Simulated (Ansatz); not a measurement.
Consider the ligand exchange at a Mo–N bond: `[NH2][Mo]([NH2])(=[S])=[S]` + HCl → `[NH2][Mo](=[S])(=[S])[Cl]` + NH₃.

Gas-phase electronic energies from Ansatz, PBE0-D4/def2-TZVP geometries. CCSD(T)/CBS is the MP2 limit (def2-TZVPP, def2-QZVPP) plus CCSD(T) − MP2 in def2-TZVPP, frozen cores. This one scheme is used for every species. def2 core potentials past Kr. For Mo outer-core shells are correlated without core-valence functions, which leaves a few kJ/mol of doubt a bond. One conformer a species, not always the lowest.

```json
{"species": "`[NH2][Mo]([NH2])(=[S])=[S]`", "SCS-MP2/def2-TZVPP energy (Eh)": "-975.30622"}
{"species": "HCl", "SCS-MP2/def2-TZVPP energy (Eh)": "-460.30218"}
{"species": "`[NH2][Mo](=[S])(=[S])[Cl]`", "SCS-MP2/def2-TZVPP energy (Eh)": "-1379.18384"}
{"species": "NH₃", "SCS-MP2/def2-TZVPP energy (Eh)": "-56.45777"}
```

Q: Work out ΔE.

A: ΔE = (-1379.18384) + (-56.45777) − (-975.30622) − (-460.30218) = -0.03321 Eh = -87.2 kJ/mol. CCSD(T)/CBS gives -75.1 kJ/mol.

Largest T1 diagnostic among the species: 0.025, so the coupled-cluster value is less sure than usual.

At CCSD(T), def2-SVP lies +9.9 kJ/mol from the extrapolated value and def2-TZVPP +4.1 kJ/mol. Leaving LDA and LC-ωPBE aside and taking each functional with its dispersion term where it has one, the values, not all of them listed here, spread over 13.9 kJ/mol, from PBE-QIDH to CAM-B3LYP-D4. LDA lies +7.8 kJ/mol from PBE without D4.
